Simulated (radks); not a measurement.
Pt70+, 8 electrons, occupied as [He] 2s1 2p4 3s1 (not the ground configuration). All-electron calculation, Dirac Kohn-Sham, LDA (Slater exchange, Perdew-Zunger correlation), spin-unpolarised, spherical densities, point nucleus; open shells fill j = l - 1/2 first. Program: a radial shooting solver on a logarithmic mesh with Libxc functionals. Some entries of the table are withheld. Estimate them.

orbital,occ.,eigenvalue (eV),r(max) (bohr)
1s1/2,2,-85799.64,(1)
2s1/2,1,(2),(3)
2p1/2,2,-20111.40,0.04438
2p3/2,2,-18260.65,0.05136
3s1/2,1,-8603.755,(4)
3p1/2,0,-8477.285,0.1469
3p3/2,0,-7952.689,0.1588
3d3/2,0,-7817.214,(5)
3d5/2,0,-7685.362,(6)
4s1/2,0,-4675.359,0.3109
4f5/2,0,-4267.586,0.2209
4f7/2,0,-4242.644,0.2231

Answer. 
(1) 1s1/2 r(max) (bohr): 0.01061
(2) 2s1/2 eigenvalue (eV): -20485.21
(3) 2s1/2 r(max) (bohr): 0.06047
(4) 3s1/2 r(max) (bohr): 0.1595
(5) 3d3/2 r(max) (bohr): 0.1193
(6) 3d5/2 r(max) (bohr): 0.1227
